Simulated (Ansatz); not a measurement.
Species: sum formula SiBrCl (charge 0, singlet). SMILES: Cl[Si]Br
Geometry from a B3LYP-D3(BJ)/def2-TZVP (Ansatz, a program for electronic structure) optimisation:
```xyz
3

Si     0.3791     0.3746     1.0903
Cl     1.1144     1.8306    -0.2184
Br    -0.6929    -1.0390    -0.3300
```

Parts of the frozen-core correlation energy in STO-3G (Ansatz, hartree). Frozen orbitals: 24; correlated occupied orbitals by spin: 9 and 9; virtual: 3 and 3. No spin-orbit coupling. Non-relativistic.

```
term                             value
-------------------------  -----------
reference (HF)             -3284.91980
MP2 opposite-spin             -0.03402
MP2 same-spin                 -0.00591
CCSD correlation              -0.05278
(T)                           -0.00252
FCI minus CCSD(T)             -0.00055
T1 diagnostic                    0.014
largest doubles amplitude        0.070
```
